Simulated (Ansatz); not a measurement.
The first iterations of a band of C2H9BFNSi2 (16 atoms, charge 0, multiplicity 1).

These are results of RKS PBE0-D4/6-31G* (Ansatz 0.2.0), not measurements.

```json
{
  "movable images": "7",
  "climbing image": "yes",
  "spring": "5.0 eV/Å²",
  "optimiser": "quadratic models (default)",
  "start path": "through a guess of the saddle point",
  "force threshold": "0.05 eV/Å",
  "iteration limit": "31",
  "end points": "relaxed"
}
```

First end point:

```xyz
16
Properties=species:S:1:pos:R:3
B 0.277 -2.251 0.392
Si 0.612 -0.559 -0.553
C 2.221 -0.278 -1.487
N -0.790 0.388 -1.106
Si -0.540 1.149 0.399
C -1.901 1.145 1.673
F 0.033 2.664 0.357
H 1.165 -2.826 0.959
H -0.844 -2.638 0.573
H 3.069 -0.629 -0.887
H 2.231 -0.829 -2.434
H 2.366 0.784 -1.707
H -1.375 0.418 -1.929
H -1.525 1.458 2.653
H -2.324 0.140 1.761
H -2.698 1.839 1.381
```

Last end point:

```xyz
16
Properties=species:S:1:pos:R:3
B 0.353 -2.217 0.504
Si 0.628 -0.567 -0.530
C 2.220 -0.279 -1.491
N -0.808 0.305 -1.117
Si -0.574 1.147 0.347
C -1.929 1.164 1.628
F -0.050 2.676 0.227
H 1.263 -2.732 1.093
H -0.754 -2.629 0.713
H 2.242 -0.876 -2.410
H 2.327 0.775 -1.764
H 3.083 -0.572 -0.882
H -1.398 0.279 -1.937
H -1.559 1.538 2.588
H -2.319 0.151 1.770
H -2.749 1.815 1.305
```

| iteration | highest image above the first end (eV) | largest band force component (eV/Å) |
| --- | --- | --- |
| 1 | 1.857 | 6.230 |
| 2 | 0.546 | 1.212 |
| 3 | 0.468 | 1.508 |
| 4 | 0.298 | 0.549 |

Task: Does the band converge within its limit, and where does its top end?

Result: The forces met the threshold. It ended after 14 iterations with the highest image 0.041 eV above the first end. A vibrational analysis at the climbing image gives one clearly imaginary mode, 129i cm⁻¹: a first-order saddle point.

Time of the run: 9.6 min on 2 threads of Arm Neoverse V1, with other jobs on the host, peak memory 0.43 GiB.
